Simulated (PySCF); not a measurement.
H₂O₅Os, SMILES [O]=[Os](=[O])([OH])([OH])=[O], multiplicity 1. Atoms are numbered in the order given.

```xyz
8

Os     0.0000     0.0000    -0.0284
O     -1.6045    -0.1730     0.5792
O      1.6045     0.1730     0.5792
O      0.0000     0.0000    -1.7292
O      0.2424    -1.8767     0.3620
H     -0.6066    -2.3383     0.4655
O     -0.2424     1.8767     0.3620
H      0.6066     2.3383     0.4655
```
Charge 0, spin multiplicity 1.

Geometry optimised at B3LYP-D3(BJ)/def2-SVP. The multiplicity is an assumed one; other spin states were not compared. The def2 effective core potentials stand for the cores of Os; spin–orbit coupling is left out. The values are those of a single conformer.

Method: PBE/def2-TZVP (PySCF).

Symmetry labels are those of the subgroup C2 that the program uses (full group C2).

Computed valence orbital energies around the gap with their symmetry:
```tsv
orbital	symmetry	energy (eV)
HOMO−7	B	-9.60
HOMO−6	A	-9.38
HOMO−5	A	-9.08
HOMO−4	B	-8.97
HOMO−3	B	-8.58
HOMO−2	B	-8.49
HOMO−1	A	-8.20
HOMO	B	-8.16
LUMO	A	-5.58
LUMO+1	B	-5.22
LUMO+2	B	-3.21
LUMO+3	A	-2.67
```
